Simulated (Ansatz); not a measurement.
Li8Cl8 (started as a model of: 2x2x4 LiCl rock-salt block). Total charge 0; singlet. Geometry PBE0-D4/def2-SVP.

```csv
atom,x (Å),y (Å),z (Å)
Li1,-0.0253,-3.2370,-1.7191
Cl2,1.0908,-1.2354,-1.4899
Li3,1.5847,0.9291,-0.7025
Cl4,2.5432,3.0482,-0.2915
Cl5,-0.1676,-3.9499,0.4642
Li6,0.4704,-1.7092,0.8522
Cl7,1.4343,0.2772,1.6740
Li8,1.9011,2.5253,1.8555
Cl9,-2.1681,-2.5324,-2.1747
Li10,-1.2600,-0.4833,-1.4303
Cl11,-0.6919,1.7829,-1.1305
Li12,0.3213,3.6439,-0.2281
Li13,-2.1974,-2.9320,0.0914
Cl14,-1.8327,-0.8250,0.9468
Li15,-0.7947,1.2631,1.2809
Cl16,-0.2079,3.4344,2.0015
```

B3LYP takes the VWN-RPA correlation.

Q: Estimate the orbital energies around the gap (eV) in Ansatz with HF/6-31G, PBE-D4/def2-SVP, r2SCANh-D4/def2-TZVP, B3LYP-D4/6-31G, PBE0-D4/def2-TZVP.

A: 
| orbital | HF/6-31G | PBE-D4/def2-SVP | r2SCANh-D4/def2-TZVP | B3LYP-D4/6-31G | PBE0-D4/def2-TZVP |
| --- | --- | --- | --- | --- | --- |
| HOMO−13 | -13.19 | -7.95 | -8.95 | -9.47 | -9.49 |
| HOMO−12 | -12.89 | -7.69 | -8.71 | -9.22 | -9.23 |
| HOMO−11 | -12.89 | -7.69 | -8.71 | -9.22 | -9.23 |
| HOMO−10 | -12.83 | -7.64 | -8.63 | -9.22 | -9.14 |
| HOMO−9 | -12.54 | -7.46 | -8.45 | -8.93 | -8.97 |
| HOMO−8 | -12.47 | -7.39 | -8.37 | -8.88 | -8.88 |
| HOMO−7 | -12.47 | -7.39 | -8.37 | -8.88 | -8.88 |
| HOMO−6 | -12.40 | -7.35 | -8.33 | -8.83 | -8.84 |
| HOMO−5 | -12.40 | -7.33 | -8.32 | -8.82 | -8.83 |
| HOMO−4 | -12.29 | -7.26 | -8.25 | -8.73 | -8.76 |
| HOMO−3 | -12.29 | -7.26 | -8.25 | -8.73 | -8.76 |
| HOMO−2 | -12.21 | -7.13 | -8.13 | -8.63 | -8.64 |
| HOMO−1 | -12.11 | -7.09 | -8.08 | -8.56 | -8.59 |
| HOMO | -12.11 | -7.09 | -8.08 | -8.56 | -8.59 |
| LUMO | 0.86 | -1.15 | -0.45 | -0.98 | -0.61 |
| LUMO+1 | 0.99 | -0.90 | -0.18 | -0.71 | -0.37 |
| LUMO+2 | 1.25 | -0.46 | 0.30 | -0.22 | 0.09 |
| LUMO+3 | 1.25 | -0.46 | 0.30 | -0.22 | 0.09 |
| LUMO+4 | 1.99 | -0.04 | 0.72 | 0.25 | 0.57 |
| LUMO+5 | 2.05 | -0.04 | 0.74 | 0.27 | 0.58 |
